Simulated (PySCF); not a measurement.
Isomers of C5H4Cl2O.

All values: PBE0/pcSseg-1 (PySCF) at GFN2-xTB geometries, gas phase, one conformer each.

(1) Rank by LUMO energy, lowest first.
A. `CC(=O)C#CC(Cl)Cl`
B. `[CH2:1]=[CH:2]/[C:3](=[CH:4]\[Cl:5])[C:6](=[O:7])[Cl:8]` with C1–C2–C3–C4 180°, C2–C3–C6–O7 0°
C. `[CH2:1]=[CH:2]/[C:3]([Cl:4])=[CH:5]/[C:6](=[O:7])[Cl:8]` with C1–C2–C3–Cl4 0°, C3–C5–C6–O7 0°
D. `[CH:1]#[C:2][C@H:3]([CH:4]=[O:5])[CH:6]([Cl:7])[Cl:8]` with C2–C3–C4–O5 -150°, C2–C3–C6–Cl7 53°

(2) Rank by dipole moment, highest first.
A. `CC(=O)C#CC(Cl)Cl`
B. `[CH2:1]=[CH:2]/[C:3]([Cl:4])=[CH:5]/[C:6](=[O:7])[Cl:8]` with C1–C2–C3–Cl4 0°, C3–C5–C6–O7 0°
C. `[CH:1]#[C:2][C@H:3]([CH:4]=[O:5])[CH:6]([Cl:7])[Cl:8]` with C2–C3–C4–O5 -150°, C2–C3–C6–Cl7 53°
D. `[CH2:1]=[CH:2]/[C:3](=[CH:4]\[Cl:5])[C:6](=[O:7])[Cl:8]` with C1–C2–C3–C4 180°, C2–C3–C6–O7 0°

(3) Rank by the lowest Hirshfeld charge on any atom, lowest value first.
A. `[CH2:1]=[CH:2]/[C:3](=[CH:4]\[Cl:5])[C:6](=[O:7])[Cl:8]` with C1–C2–C3–C4 180°, C2–C3–C6–O7 0°
B. `[CH2:1]=[CH:2]/[C:3]([Cl:4])=[CH:5]/[C:6](=[O:7])[Cl:8]` with C1–C2–C3–Cl4 0°, C3–C5–C6–O7 0°
C. `[CH:1]#[C:2][C@H:3]([CH:4]=[O:5])[CH:6]([Cl:7])[Cl:8]` with C2–C3–C4–O5 -150°, C2–C3–C6–Cl7 53°

## Answers

(1) C (-2.92 eV), B (-2.63 eV), A (-2.32 eV), D (-1.51 eV).

(2) B (4.78 D), C (2.52 D), D (2.32 D), A (1.41 D).

(3) B (-0.206 e), C (-0.195 e), A (-0.171 e).

All values together:

```tsv
SMILES	μ (D)	HOMO (eV)	LUMO (eV)	lowest IAO charge (e)	highest IAO charge (e)	lowest Hirshfeld charge (e)	highest Hirshfeld charge (e)
C#C[C@H](C=O)C(Cl)Cl	2.52	-8.04	-1.51	-0.361 (O)	+0.279 (C)	-0.195 (O)	+0.147 (C)
C=C/C(=C\Cl)C(=O)Cl	2.32	-7.52	-2.63	-0.344 (O)	+0.362 (C)	-0.171 (O)	+0.181 (C)
C=C/C(Cl)=C/C(=O)Cl	4.78	-7.90	-2.92	-0.352 (O)	+0.350 (C)	-0.206 (O)	+0.158 (C)
CC(=O)C#CC(Cl)Cl	1.41	-8.16	-2.32	-0.474 (C)	+0.382 (C)	-0.214 (O)	+0.176 (C)
```

Conformers: `[CH:1]#[C:2][C@H:3]([CH:4]=[O:5])[CH:6]([Cl:7])[Cl:8]` with C2–C3–C4–O5 -150°, C2–C3–C6–Cl7 53°; `[CH2:1]=[CH:2]/[C:3](=[CH:4]\[Cl:5])[C:6](=[O:7])[Cl:8]` with C1–C2–C3–C4 180°, C2–C3–C6–O7 0°; `[CH2:1]=[CH:2]/[C:3]([Cl:4])=[CH:5]/[C:6](=[O:7])[Cl:8]` with C1–C2–C3–Cl4 0°, C3–C5–C6–O7 0°.
